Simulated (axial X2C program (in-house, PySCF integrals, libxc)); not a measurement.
**Which molecule has these constants?**

Computed with an in-house relativistic program for diatomic molecules, spin-free (one-electron X2C) or two-component (2c: spin–orbit coupling with atomic mean-field Coulomb and Gaunt terms, which also bring small scalar terms), in Dyall basis sets with cores contracted in-house; open shells are unrestricted.

A two-component PBE0 calculation in a Dyall 3-zeta basis gave Re = 3.386 Å, ωe = 142.6 cm⁻¹, Ω = 1/2.

Question: Which molecule is it?
A. NaTi⁺
B. NaSe⁺
C. NaCa⁺
D. NaZn⁺
E. NaSc⁺

Answer: E. The others have NaZn⁺ 3.001 Å and 130.3 cm⁻¹ (Ω = 0); NaSe⁺ 2.944 Å and 158.0 cm⁻¹ (Ω = 1); NaCa⁺ 3.523 Å and 139.8 cm⁻¹ (Ω = 0); NaTi⁺ 3.293 Å and 139.0 cm⁻¹ (Ω = 1).

Each entry is the lowest single determinant of a limited PBE0 search at one distance. De goes to single-determinant-based atoms at the same level (for ions the charge split of lowest energy) and is withheld (n/a) where an atom does not fit its ground term or J level. Main or longest-lived isotopes. One determinant is a doubtful description, or other states lie close, for NaSc⁺, NaSe⁺, NaTi⁺; these need not be ground states, and all values refer to the states named. Some open-shell Ω = 0 determinants are out of reach, so the Ω given for NaSe⁺, NaTi⁺ need not be the lowest component. With several unpaired electrons the Ω given is that of one determinant, not necessarily of the lowest component. The functionals have no current term, which raises determinants with orbital currents.
